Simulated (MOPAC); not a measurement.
MOPAC input (PM6):

```
PM6 FORCE THERMO(298,298) PRECISE LET CHARGE=1 GEO-OK AUX(PRECISION=9) THREADS=1
FO2W

W     0.04760224 1    0.04376156 1    0.06232214 1
O     1.43020360 1   -0.56909963 1   -0.73267950 1
O    -0.71792769 1   -0.97959056 1    1.19631142 1
F    -1.13168039 1    0.59911499 1   -1.13275125 1
```

### Question
Which zero-point energy does it print?

### Answer
4.68 kcal/mol, from the harmonic wavenumbers of PM6.
